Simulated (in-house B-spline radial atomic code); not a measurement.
Sr⁺. Computed with a B-spline radial atomic code. Model: non-relativistic spherical atom: semilocal Troullier-Martins pseudo-atom, one channel per l, against all electrons, high spin, G0W0 and RPA with empty states to l = 8, local potential for every l without a channel, a model core (radius 0 = none) keeps its share of the functional.

Without relativity these are model numbers for so heavy an element.

What the tables leave out is listed at the end.

The pseudopotential gives back the lowest level of each angular momentum of its own functional in the configuration it was made in; a second state of the same l is only approximately right. Exact exchange, RPA and GW see the smooth pseudo-orbitals and miss the exchange with the core, for which the functional's share stands in. The column with an uncorrelated core keeps all orbitals and exact exchange, and so separates missing core correlation from pseudisation. Only the three outermost levels and the lowest empty one were computed. RPA here is direct RPA, with no exchange kernel, and its energies carry an (l + 1/2)⁻⁴ tail. A hybrid on a potential with a model core restores only its own semilocal share of the core's exchange.

Command:
```bash
python run_psgw.py task.json out
```
Settings (lengths in bohr, energies in hartree):
```
Z                      38
electrons              37
configuration          [Kr] 5s1
generated_in           [Kr] 5s2
functional             pbe,pbe
core_shells            5
radius_factor          1
core_correction        True
ion_configuration      [Ar] 3d10 4s2 4p6
```

Cost of the run: 70 s on 1 thread of Arm Neoverse N1, with other jobs on the host.

Given: made with PBE; model core radius 0.234 bohr; local radius 1.158 bohr; mean-field start PBE.

Valence shells of the generating configuration: 3d, 4s, 4p, 5s.

Channel: s 1.228, p 1.33, d 1.128 (radii in bohr).

Computed: largest level miss in the spin-unpolarised generating configuration 0.025 eV; valence RPA correlation energy pseudo -1.319 hartree; all-electron RPA polarisability, core included 61.077 bohr³; pseudo-atom RPA polarisability 60.168 bohr³; ionisation by mean-field all-electron 11.02 eV; ionisation by RPA all-electron 11.417 eV; ionisation by RPA pseudo minus all 0.031 eV.

| level | occupied | mean-field all-electron (eV) | mean-field pseudo minus all (eV) | G0W0 all-electron (eV) | G0W0 uncorrelated core minus all (eV) | G0W0 pseudo minus all (eV) | exchange self-energy all-electron (eV) | exchange self-energy pseudo (eV) |
| --- | --- | --- | --- | --- | --- | --- | --- | --- |
| 5s up | 1 | -8.5487 | -0.046 | -11.334 | -0.004 | -0.105 | -7.8203 | -7.5771 |

Task: What is the ionisation by mean-field pseudo minus all?

Result: 0.062 eV.

Task: What is the valence RPA correlation energy all-electron orbitals?

Result: -1.1863 hartree.

Given: mean-field start PBE0.

Computed: valence RPA correlation energy all-electron orbitals -1.1346 hartree; pseudo-atom RPA polarisability 51.347 bohr³; ionisation by mean-field all-electron 10.895 eV; ionisation by mean-field pseudo minus all 0.046 eV; ionisation by RPA all-electron 11.248 eV; ionisation by RPA pseudo minus all 0.047 eV.

```json
{"level": "5s up", "occupied": "1", "mean-field all-electron (eV)": "-9.0974", "mean-field pseudo minus all (eV)": "-0.038", "G0W0 all-electron (eV)": "-11.298", "G0W0 uncorrelated core minus all (eV)": "-0.003", "G0W0 pseudo minus all (eV)": "-0.077", "exchange self-energy all-electron (eV)": "-7.7011", "exchange self-energy pseudo (eV)": "-7.4621"}
{"level": "5s down (empty)", "occupied": "0", "mean-field all-electron (eV)": "-6.8319", "mean-field pseudo minus all (eV)": "-0.032", "G0W0 all-electron (eV)": "-5.786", "G0W0 uncorrelated core minus all (eV)": "-0.003", "G0W0 pseudo minus all (eV)": "-0.013", "exchange self-energy all-electron (eV)": "-1.5289", "exchange self-energy pseudo (eV)": "-1.2652"}
```

Task: What is the all-electron RPA polarisability, core included?

Result: 51.784 bohr³.

Task: What is the valence RPA correlation energy pseudo?

Result: -1.2763 hartree.

Among the listed levels the largest G0W0 shift of the pseudo-atom is -0.10 eV, for 5s up on the PBE start, while leaving the core uncorrelated moves that level by 0.00 eV. The rest, -0.10 eV, comes from pseudisation and the lost core exchange. Not in the tables (levels of low weight, unsolved or above zero; the highest and the empty levels are kept at any weight): on PBE the G0W0 levels 4p down (pseudo minus all -0.29 eV, weights 0.32 and 0.42), 4p up (pseudo minus all -0.47 eV, weights 0.03 and 0.34), 5s down (pseudo minus all +0.19 eV, weights 0.81 and 0.58); on PBE0 the G0W0 levels 4p down (pseudo minus all -0.28 eV, weights 0.54 and 0.70), 4p up (pseudo minus all -0.27 eV, weights 0.54 and 0.69); no Hartree-Fock pseudo-atom is run with a model core.
